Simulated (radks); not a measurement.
Fractional charge and spin in the 2s shell of nitrogen: the spin-up occupation runs from 0 to 1 and the spin-down occupation from 0 to 1; the fullest corner is N+, [He] 2p(up 1, down 1) 2s(up 1, down 1). Method: non-relativistic Kohn-Sham, r2SCAN, spin-polarised, spherical densities, point nucleus; meta-GGA in the generalised Kohn-Sham scheme; computed with a radial shooting solver on a logarithmic mesh with Libxc functionals. Energy (eV) minus the two flat planes that join the four corners (they meet along the diagonal where the two added fractions sum to one electron); zero is where a piecewise linear energy would lie.

\begin{tabular}{lrrr}
down \ up & 0 & 0.5 & 1 \\ \hline
0 & 0.000 & -1.970 & 0.000 \\
0.5 & -1.970 & 1.012 & -1.721 \\
1 & 0.000 & -1.721 & 0.000 \\
\end{tabular}

Corners above the fullest one (they belong to N2+ and the next ion): (up 1, down 0) 40.455 eV, (up 0, down 1) 40.455 eV, (up 0, down 0) 99.722 eV. With half an added electron in each spin the energy lies 1.012 eV from the planes, and with half an added electron in spin up alone -1.970 eV. The planes are only a guide here: the flat-plane condition holds for ground states with one frontier orbital, while this shell lies below other occupied shells, so the corners above the fullest one are inner-hole states and not the ground states of those ions.
